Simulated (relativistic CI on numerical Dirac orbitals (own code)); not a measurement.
## How well does a small relativistic CI reproduce Ni IV?

Computed by Dirac-Coulomb-Breit CI, KLI orbitals optimised for each configuration, model QED (radiative potential, 1s self-energy scaled to tabulated hydrogen-like ionisation energies), valence Slater integrals scaled by 0.85, configuration energies shifted to the measured levels that pair with them (semi-empirical) (own radial code, finite nucleus).

CI space (outside the closed core [Ne] 3s2): 3p⁶3d⁷, 3p⁶3d⁶4s, 3p⁶3d⁶4p, 3p⁶3d⁶4d, 3p⁶3d⁶5s, 3p⁶3d⁵4s², 3p⁶3d⁶5p, 3p⁵3d⁸, 3p⁶3d⁶4f, 3p⁶3d⁶5d, 3p⁶3d⁵4s4p, 3p⁶3d⁶5f, 3p⁶3d⁶5g, 3p⁶3d⁵4p², 3p⁶3d⁵4s4d, 3p⁴3d⁹. Levels of other configurations are missing.

```csv
Configuration,Term (tabulated),J,Measured (cm⁻¹),Computed,Error,Purity (%)
3p⁶3d⁷,4F,9/2,0.0,0,0,99
3p⁶3d⁷,4F,7/2,1189.7,1149,-41,100
3p⁶3d⁷,4F,5/2,2042.5,1970,-72,100
3p⁶3d⁷,4F,3/2,2621.1,2526,-95,99
3p⁶3d⁷,4P,5/2,18118.6,17059,-1060,99
3p⁶3d⁷,4P,3/2,18366.8,17353,-1014,94
3p⁶3d⁷,4P,1/2,18958.4,17891,-1068,97
3p⁶3d⁷,2G,9/2,19829.6,19036,-793,97
3p⁶3d⁷,2G,7/2,20947.6,20104,-844,100
3p⁶3d⁷,2P,3/2,23648.9,22996,-653,76
3p⁶3d⁷,2P,1/2,24651.4,24222,-430,98
3p⁶3d⁷,2H,11/2,26649.1,26062,-587,100
3p⁶3d⁷,2D2,5/2,27096.5,24893,-2203,99
3p⁶3d⁷,2H,9/2,27677.6,27043,-635,98
3p⁶3d⁷,2D2,3/2,28777.7,26797,-1981,81
3p⁶3d⁷,2F,5/2,43437.5,41885,-1552,99
3p⁶3d⁷,2F,7/2,43858.6,42294,-1565,99
3p⁶3d⁷,2D1,3/2,67360.0,62573,-4787,99
3p⁶3d⁷,2D1,5/2,67989.8,63252,-4738,99
3p⁶3d⁶4s,6D,9/2,110410.6,110981,571,100
3p⁶3d⁶4s,6D,7/2,111195.8,111744,548,100
3p⁶3d⁶4s,6D,5/2,111763.3,112298,535,99
3p⁶3d⁶4s,6D,3/2,112151.9,112679,527,99
3p⁶3d⁶4s,6D,1/2,112379.3,112901,522,99
3p⁶3d⁶4s,4D,7/2,120909.5,120988,78,99
3p⁶3d⁶4s,4D,5/2,121807.7,121863,56,99
3p⁶3d⁶4s,4D,3/2,122386.1,122431,45,99
3p⁶3d⁶4s,4D,1/2,122717.4,122757,40,99
3p⁶3d⁶4s,4P,5/2,138446.2,140048,1602,99
3p⁶3d⁶4s,4H,13/2,139289.4,137677,-1613,99
3p⁶3d⁶4s,4H,11/2,139619.2,138013,-1606,98
3p⁶3d⁶4s,4H,9/2,139886.7,138297,-1589,97
3p⁶3d⁶4s,4H,7/2,140140.9,138537,-1604,97
3p⁶3d⁶4s,4P,3/2,140343.0,141886,1543,95
3p⁶3d⁶4s,4F,9/2,141220.3,141301,80,91
3p⁶3d⁶4s,4P,1/2,141561.2,143059,1498,98
3p⁶3d⁶4s,4F,7/2,141577.2,141669,92,92
3p⁶3d⁶4s,4F,5/2,141832.0,141959,127,95
3p⁶3d⁶4s,4F,3/2,142023.5,142183,160,99
3p⁶3d⁶4s,4G,11/2,144815.1,144523,-292,67
3p⁶3d⁶4s,2P,3/2,145192.1,146551,1359,95
3p⁶3d⁶4s,4G,9/2,145702.2,144883,-819,85
3p⁶3d⁶4s,2H †,11/2,145962.5,143404,-2558,68
3p⁶3d⁶4s,4G,7/2,146061.5,145123,-939,89
3p⁶3d⁶4s,4G,5/2,146153.8,145218,-936,92
3p⁶3d⁶4s,2H †,9/2,146194.3,144220,-1974,88
3p⁶3d⁶4s,2F,7/2,147635.9,147400,-236,88
3p⁶3d⁶4s,2F,5/2,148358.2,148159,-199,95
3p⁶3d⁶4s,2G,9/2,151574.7,150334,-1240,97
3p⁶3d⁶4s,2G,7/2,152343.7,151149,-1195,93
3p⁶3d⁶4s,4D,7/2,153533.6,153494,-40,99
3p⁶3d⁶4s,2D,3/2,159498.5,159205,-294,99
3p⁶3d⁶4s,2D,5/2,159818.4,159409,-409,99
3p⁶3d⁶4p,6D°,7/2,175869.1,175863,-6,96
3p⁶3d⁶4p,6D°,1/2,176749.0,176755,6,99
```

Measured levels from Corliss and Sugar, J. Phys. Chem. Ref. Data 10, 197 (1981); pairs were made by configuration, J and term (by order where the table uses no LS term), so strongly mixed levels may be paired wrongly. Some J values or terms of the table were assigned by a fit.

Mean error by configuration (cm⁻¹): 3p⁶3d⁷ -1340; 3p⁶3d⁶4s -113; 3p⁶3d⁶4p 0. Over the excited levels the mean absolute error is 895 cm⁻¹ (54 of the 54 excited levels that our extract of the source holds in range could be paired), and the median relative error of those above 1,000 cm⁻¹ is 0.88 %, both after the shifts were fitted to these levels, so that a configuration with one level shows no error. † marks terms whose computed intervals miss the measured ones by more than a factor of 2.5, or configurations far off the rest, from wrong mixing, a near crossing or a doubtful label or measurement; they are left out of the means.

Configurations whose levels could be paired with our table of measured levels were shifted onto them, all but the ground configuration, by the median error of their levels; single terms can still be off by 1,000 to 2,000 cm⁻¹ or more, and rates follow the energies as ν³ (E1, M1) or ν⁵ (E2). The others borrow a shift and can be off by several thousand cm⁻¹ or more. The fine structure of a lone outer electron comes out too small, for d and f at times inverted, and misplaced configurations move strength between like terms. 54 of the 54 excited levels that our extract of the measured tables holds in this range could be paired (the sources list more); they are missed by 945 cm⁻¹ on average and 4787 at most, after the shifts were fitted to these levels, and levels without a partner can miss by more.

Shifts applied (cm⁻¹): 3p⁶3d⁷ 0; 3p⁶3d⁶4s -188; 3p⁶3d⁶4p -474.
